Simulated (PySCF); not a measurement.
One molecule, many inputs

Molecule: `O=C(C(C)(C)C)N`, C$_{5}$H$_{11}$NO; geometry GFN2-xTB.

Bonds (- single, = double, # triple, : aromatic): C1-C2, C2-C3, C2-C4, C2-C5, C5-N6, C5=O7. C1 carries H8, H9, H10; C3 carries H11, H12, H13; C4 carries H14, H15, H16; N6 carries H17, H18. H17 is cis to the C=O or C=S heteroatom; H18 is trans to the C=O or C=S heteroatom.

All runs: PySCF, non-relativistic, gas phase unless a solvent (IEF-PCM) is named; grid level 2, GIAOs and SCF threshold 1e-9 unless changed. The yardstick, PBE0/pcSseg-1, gives these isotropic shieldings σ (ppm, equivalent atoms averaged): C5 7.8, C2 147.5, C1/C3/C4 156.9, O7 -83.6, H18 26.81, H17 27.17, H8/H9/H10/H11/H12/H13/H14/H15/H16 30.57.

Question: What do these inputs give? (1) BLYP/pcX-1; common gauge at [0, 0, 50]; max_cycle 55; (2) OLYP/pcSseg-1; max_cycle 1; squeeze 0.8; altered: squeeze 0.8; (3) PBE0/pcSseg-1

Answer: 
```
run        outcome  functions  wall time   C5     C2  C1/C3/C4     O7    H18    H17  H8/H9/H10/H11/H12/H13/H14/H15/H16
  1        refused          –          –    –      –         –      –      –      –                                  –
  2  not converged        174       12 s    –      –         –      –      –      –                                  –
  3      converged        174       53 s  7.8  147.5     156.9  -83.6  26.81  27.17                              30.57
```

Times are on shared hosts with different chips, so compare them loosely.

Question: Comment on the technical settings and failures.

Answer: 
- Run 1: The basis set has no functions for an element of the molecule, so the input is rejected.
- Run 2: One bond was set to 0.8 of its length. The SCF stopped after 1 cycles without meeting its threshold and the cycle limit at 1, so no response property followed.

Runs 1, 2 were set up unsoundly or failed; their numbers aren't to be quoted as properties of the molecule.
